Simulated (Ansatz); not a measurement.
Start from `CN(C)C` and change one atom or group to get `C[Si]N(C)C`.

Ansatz, PBE0-D4/def2-TZVP geometries, multiplicity 1. Each molecule was computed in one conformer, which needn't be the lowest.

| property | `CN(C)C` |
| --- | --- |
| size of the dipole moment (B3LYP/def2-TZVPP) / D | 0.47 |
| HOMO energy (PBE0/def2-TZVPP) / eV | -6.15 |
| HOMO–LUMO gap (B3LYP/def2-TZVPP) / eV | 6.81 |
| LUMO energy (PBE/def2-TZVPP) / eV | 0.40 |
| zero-point energy (PBE0-D4/def2-TZVP) / kJ/mol | 315.8 |
| LUMO energy (ωB97M-V/def2-TZVPP) / eV | 2.66 |

Question: What does the change do to each property? (An estimate is asked.)

Answer: Ansatz gave: 
```
                                        property  `C[Si]N(C)C`  shift
size of the dipole moment (B3LYP/def2-TZVPP) / D          2.03   1.56
              HOMO energy (PBE0/def2-TZVPP) / eV         -5.88   0.27
           HOMO–LUMO gap (B3LYP/def2-TZVPP) / eV          4.41  -2.40
               LUMO energy (PBE/def2-TZVPP) / eV         -1.91  -2.31
  zero-point energy (PBE0-D4/def2-TZVP) / kJ/mol         312.7   -3.1
           LUMO energy (ωB97M-V/def2-TZVPP) / eV          0.79  -1.87
```

With PBE0 the HOMO rises by 0.27 eV and the LUMO falls by 2.32 eV, so the gap narrows by about 2.59 eV. PBE moves the HOMO by -0.03 eV and ωB97M-V by 0.48 eV. The zero-point energy changes by -3.1 kJ/mol with +3 modes. Dipoles are sizes alone; their direction can turn.

B3LYP here is the variant with VWN-RPA as its local correlation; programs differ in this.
